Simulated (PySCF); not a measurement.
Potassium: highly charged ions in a basis for the neutral atom

K(17+) 1s2, K(18+) 1s1. Computed with PySCF 2.14 in Sapporo-DKH3-DZP-2012 (6s5p1d, 26 functions), with scalar relativity by spin-free X2C-1e. No spin-orbit coupling, so a gap to NIST mixes the basis error with missing relativistic terms.

Changed run: basis of the neutral atom used for a highly charged ion. This setting is unsound on purpose.

| species | method | sound run (hartree) | changed run (hartree) | converged |
| --- | --- | --- | --- | --- |
| K(17+) | UHF | not run | -350.83567 | yes |
| K(17+) | M06-L | not run | -351.03413 | yes |
| K(17+) | B3LYP | not run | -350.74488 | yes |
| K(18+) | UHF | not run | -181.29310 | yes |
| K(18+) | M06-L | not run | -181.35730 | yes |
| K(18+) | B3LYP | not run | -181.21335 | yes |

Ionisation energy of K(17+):

```
method  changed run (eV)  NIST (eV)
   UHF            4613.5     4610.8
 M06-L            4617.1     4610.8
 B3LYP            4613.2     4610.8
```

The contracted functions were made for the neutral atom and can be too rigid for a highly charged ion.
